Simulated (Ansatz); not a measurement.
Two isomers of C2H8AlFSi: A = `C[SiH]([AlH2])CF`, B = `[CH3][Al]([F])[CH2][SiH3]`.

Calculated with Ansatz (gas phase, PBE0-D4/def2-TZVP geometries, no zero-point term in ΔE). CCSD(T)/CBS is the MP2 limit (def2-TZVPP, def2-QZVPP) plus CCSD(T) − MP2 in def2-TZVPP, frozen cores. Functionals use def2-TZVPP. B3LYP here is the variant with VWN-RPA as its local correlation; programs differ in this. Each species was taken in one conformer, which may not be the lowest.

Q: Which isomer does CCSD(T)/CBS put lower? Give the gap. (Best estimate.)

A: The calculation gave: B, by 335.6 kJ/mol.

Q: Give E(B) − E(A) in kJ/mol with ωB97M-V, CCSD(T)/def2-TZVPP, r2SCAN-D4, PBE0-D4, CCSD/def2-TZVPP, B2PLYP, B3LYP-D4. (Best estimate.)

A: The calculation gave: ωB97M-V -332.2, CCSD(T)/def2-TZVPP -331.2, r2SCAN-D4 -329.6, PBE0-D4 -312.8, CCSD/def2-TZVPP -331.5, B2PLYP -334.5, B3LYP-D4 -322.3. None reverses the order clearly.

Largest T1 diagnostic: 0.012.

In def2-TZVPP, CCSD(T) changes the Hartree–Fock value by −6.8 kJ/mol (the triples alone add +0.3 kJ/mol) and MP2 by −27.9 kJ/mol. From PBE to PBE0 (25 % exact exchange), in def2-TZVPP and without D4, E(B) − E(A) moves by −7.8 kJ/mol.
